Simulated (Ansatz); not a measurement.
**Four-centre ligand exchange**

Start structure (Si₃N₃H₁₂, doublet), relaxed at PBE0-D4/def2-TZVP:

```xyz
18
angstrom
Si 0.2230 0.0630 1.0201
N 0.0370 0.3510 -0.6733
Si 0.2401 -0.7576 -1.9796
N -0.8507 1.2147 1.7544
Si -2.2605 1.9115 1.0399
H -0.1985 -1.3502 1.2738
H 2.4291 -2.5967 -0.4119
N 2.4424 -1.7177 0.0919
H -0.0207 1.3266 -0.9338
H -0.1710 -2.1160 -1.5497
H 1.6257 -0.8252 -2.5258
H -0.6331 -0.3100 -3.1011
H -0.6509 1.4869 2.7043
H -2.9327 2.7451 2.0732
H -3.2096 0.8773 0.5491
H -1.9315 2.7913 -0.1181
H 2.6514 -1.9248 1.0609
H 3.2107 -1.1690 -0.2743
```

The step: Si₃N₂H₉ ([SiH3][NH][SiH][NH][SiH3]) + NH₃ → Si₂N₂H₇ ([NH2][SiH][NH][SiH3]) + SiNH₅ ([NH2][SiH3]); bonds formed: Si1–N8, N2–H7; bonds broken: Si1–N2, H7–N8. Program: Ansatz 0.2.0. Basis: def2-TZVPP and def2-QZVPP. Cores are frozen in the correlated methods; orbitals are unrestricted. Extrapolation: Hartree–Fock as exp(−7.88 √X), correlation as X^−2.97. Energies below are by CCSD(T) at an estimated basis limit (MP2 extrapolated from triple and quadruple zeta, plus CCSD(T) − MP2 in triple zeta).

(1) What are the electronic barrier and the energy of the step, from the start structure to the end structure? (An estimate is asked for; the value comes from the calculation.)

The T1 diagnostic stays at or below 0.014. ⟨S²⟩ of the unrestricted Hartree–Fock references: 0.75 to 0.76 (a pure state has 0.75).

## Answers

(1) The calculation gives: Barrier 1.354 eV; step energy 0.169 eV (uphill); reverse barrier, their difference, 1.185 eV. Barrier and step energy count from the start structure, the reverse barrier from the end structure.

The saddle point: One imaginary mode of 1218i cm⁻¹.
| pair | start (Å) | saddle (Å) | end (Å) |
| --- | --- | --- | --- |
| Si1–N8 | 2.99 | 1.98 | 1.72 |
| N2–H7 | 3.81 | 1.22 | 1.01 |
| Si1–N2 | 1.73 | 1.91 | 3.26 |
| H7–N8 | 1.01 | 1.38 | 4.44 |

Zero-point energy (harmonic, PBE0-D4): ZPE is 3.485 eV at the start and 3.418 eV at the saddle, so the barrier goes from 1.354 to 1.287 eV.

Labels in which every atom is bracketed show which atoms are joined, not bond orders.

For scale, one of the runs: CCSD(T)/def2-TZVPP, 387 basis functions, launched by `ansatz run in.yaml --threads 4 --pin off --events-out ev --progress --plain --max-ram 46080MiB --backend cuda --devices 0, --max-vram 37GiB`. The run took 7.1 min on 4 CPU threads of an AMD EPYC 7R13 and a share of one NVIDIA H100 (shared host), with 1.7 GiB of host memory at its peak.
